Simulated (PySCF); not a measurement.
Isomers of C7H5FO2.

All values: PBE0/def2-SVPD (PySCF) at GFN2-xTB geometries, gas phase, one conformer each. Core orbitals are frozen in the response; Δα² is half the sum of the squared differences of the principal polarisabilities.

Question: Rank by dipole moment, highest first.
A. `[O:1]=[C:2]([OH:3])[c:4]1[cH:5][cH:6][cH:7][c:8]([F:9])[cH:10]1` with O1–C2–O3–H 0°, O1–C2–C4–C5 0° (3-fluorobenzoic acid)
B. `[O:1]=[C:2]([OH:3])[c:4]1[cH:5][cH:6][c:7]([F:8])[cH:9][cH:10]1` with O1–C2–O3–H 0°, O1–C2–C4–C5 0°
C. `[CH2:1]=[CH:2][c:3]1[cH:4][cH:5][o:6][c:7]1[C:8](=[O:9])[F:10]` with C1–C2–C3–C4 0°, O6–C7–C8–O9 180°
D. `[CH2:1]=[CH:2][c:3]1[cH:4][c:5]([F:6])[o:7][c:8](=[O:9])[cH:10]1` with C1–C2–C3–C4 0°

Answer: D (5.32 D), C (4.72 D), B (1.53 D), A (0.61 D).

Question: Rank by HOMO energy, lowest first.
A. `[CH2:1]=[CH:2][c:3]1[cH:4][c:5]([F:6])[o:7][c:8](=[O:9])[cH:10]1` with C1–C2–C3–C4 0°
B. `[CH2:1]=[CH:2][c:3]1[cH:4][cH:5][o:6][c:7]1[C:8](=[O:9])[F:10]` with C1–C2–C3–C4 0°, O6–C7–C8–O9 180°
C. `[O:1]=[C:2]([OH:3])[c:4]1[cH:5][cH:6][c:7]([F:8])[cH:9][cH:10]1` with O1–C2–O3–H 0°, O1–C2–C4–C5 0°

Answer: C (-7.73 eV), B (-7.30 eV), A (-7.15 eV).

Question: Rank by polarisability anisotropy Δα, highest first.
A. `[O:1]=[C:2]([OH:3])[c:4]1[cH:5][cH:6][cH:7][c:8]([F:9])[cH:10]1` with O1–C2–O3–H 0°, O1–C2–C4–C5 0°
B. `[CH2:1]=[CH:2][c:3]1[cH:4][c:5]([F:6])[o:7][c:8](=[O:9])[cH:10]1` with C1–C2–C3–C4 0°
C. `[O:1]=[C:2]([OH:3])[c:4]1[cH:5][cH:6][c:7]([F:8])[cH:9][cH:10]1` with O1–C2–O3–H 0°, O1–C2–C4–C5 0°
D. `[CH2:1]=[CH:2][c:3]1[cH:4][cH:5][o:6][c:7]1[C:8](=[O:9])[F:10]` with C1–C2–C3–C4 0°, O6–C7–C8–O9 180°

Answer: B (11.62 Å³), D (9.72 Å³), C (9.06 Å³), A (8.75 Å³).

All values together:

| SMILES | μ (D) | HOMO (eV) | LUMO (eV) | α (Å³) | Δα (Å³) |
| --- | --- | --- | --- | --- | --- |
| O=C(O)c1cccc(F)c1 | 0.61 | -7.65 | -1.82 | 12.92 | 8.75 |
| C=Cc1ccoc1C(=O)F | 4.72 | -7.30 | -2.28 | 13.82 | 9.72 |
| C=Cc1cc(F)oc(=O)c1 | 5.32 | -7.15 | -2.46 | 14.08 | 11.62 |
| O=C(O)c1ccc(F)cc1 | 1.53 | -7.73 | -1.63 | 12.97 | 9.06 |

Conformers: `[O:1]=[C:2]([OH:3])[c:4]1[cH:5][cH:6][cH:7][c:8]([F:9])[cH:10]1` with O1–C2–O3–H 0°, O1–C2–C4–C5 0°; `[CH2:1]=[CH:2][c:3]1[cH:4][cH:5][o:6][c:7]1[C:8](=[O:9])[F:10]` with C1–C2–C3–C4 0°, O6–C7–C8–O9 180°; `[CH2:1]=[CH:2][c:3]1[cH:4][c:5]([F:6])[o:7][c:8](=[O:9])[cH:10]1` with C1–C2–C3–C4 0°; `[O:1]=[C:2]([OH:3])[c:4]1[cH:5][cH:6][c:7]([F:8])[cH:9][cH:10]1` with O1–C2–O3–H 0°, O1–C2–C4–C5 0°.
